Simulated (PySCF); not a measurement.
dithiopyranylidene (C10H8S2), SMILES C1=CC(=C2C=CSC=C2)C=CS1.

Geometry optimised at B3LYP-D3(BJ)/def2-SVP.

The numbers are results of HF/def2-SVP (PySCF), not measurements.

Symmetry labels are those of the subgroup D2h that the program uses (full group D2h).

List the valence orbital energies around the gap with their symmetry. (Estimate from the structure and the level; the computed values follow.)


```tsv
orbital	symmetry	energy (eV)
HOMO−7	Ag	-13.00
HOMO−6	B1u	-12.73
HOMO−5	B3g	-12.59
HOMO−4	B3u	-11.67
HOMO−3	B1g	-10.70
HOMO−2	Au	-10.51
HOMO−1	B2g	-9.41
HOMO	B3u	-6.15
LUMO	B2g	1.79
LUMO+1	B1g	3.00
LUMO+2	Au	3.92
LUMO+3	Ag	4.76
```
